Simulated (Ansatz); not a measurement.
Ge(OH)2H2 (GeO₂H₄), 7 atoms. Hardware: 4 threads of Arm Neoverse V1 on a shared host.

Correlated methods freeze 11 core orbitals; core or outer-core shells of Ge are correlated, in sets that lack core-valence functions.

Q: How many basis functions does each of these Ansatz runs have, and roughly what does it cost? PBE0-D4/def2-TZVP, charge 0 triplet at the geometry of the charge 0 singlet, energy; PBE-D4/def2-TZVP, charge 0 singlet, energy, from earlier orbitals; PBE0-D4/def2-TZVP, charge 0 singlet, energy, from earlier orbitals; PBE0-D4/def2-SVP, charge -1 doublet at the geometry of the charge 0 singlet, energy with a search over starts; B2PLYP/def2-TZVP, charge 0 singlet, energy, from earlier orbitals; B97M-V/def2-TZVP, charge 0 singlet, energy, from earlier orbitals; r2SCAN-D4/def2-TZVPD, charge -1 doublet at the geometry of the charge 0 singlet, energy, from earlier orbitals; CAM-B3LYP-D4/def2-TZVP, charge 0 singlet, energy and forces, from earlier orbitals; MP2/def2-TZVP, charge 0 singlet, energy, from earlier orbitals; RPA@PBE/def2-TZVP, charge 0 singlet, energy, from earlier orbitals; HF/def2-TZVP, charge 0 singlet, energy, from earlier orbitals; CCSD(T)/def2-TZVPP, charge 0 singlet, energy, from earlier orbitals.

A: Other jobs shared the machine, so times can vary by a factor of up to 3. A dash marks memory too small to be measured apart from the calling script's.

```
                                                                                                           run  functions  fitting or Cholesky vectors  wall time  peak host memory (GiB)
                                                 HF/def2-TZVP, charge 0 singlet, energy, from earlier orbitals        134                         1005     0.55 s                       –
                                             PBE-D4/def2-TZVP, charge 0 singlet, energy, from earlier orbitals        134                          836     0.85 s                       –
                                                MP2/def2-TZVP, charge 0 singlet, energy, from earlier orbitals        134                          931     0.85 s                       –
                                            PBE0-D4/def2-TZVP, charge 0 singlet, energy, from earlier orbitals        134                          879      1.1 s                       –
                                            RPA@PBE/def2-TZVP, charge 0 singlet, energy, from earlier orbitals        134                          931      1.6 s                       –
                            CAM-B3LYP-D4/def2-TZVP, charge 0 singlet, energy and forces, from earlier orbitals        134                          867      1.6 s                       –
                                             B2PLYP/def2-TZVP, charge 0 singlet, energy, from earlier orbitals        134                          931      1.9 s                       –
                                             B97M-V/def2-TZVP, charge 0 singlet, energy, from earlier orbitals        134                          836      3.2 s                       –
 PBE0-D4/def2-SVP, charge -1 doublet at the geometry of the charge 0 singlet, energy with a search over starts         80                          780      3.5 s                       –
                           PBE0-D4/def2-TZVP, charge 0 triplet at the geometry of the charge 0 singlet, energy        134                          879      5.5 s                       –
r2SCAN-D4/def2-TZVPD, charge -1 doublet at the geometry of the charge 0 singlet, energy, from earlier orbitals        170                          945      6.5 s                       –
                                           CCSD(T)/def2-TZVPP, charge 0 singlet, energy, from earlier orbitals        166                         1033       29 s                     1.4
```
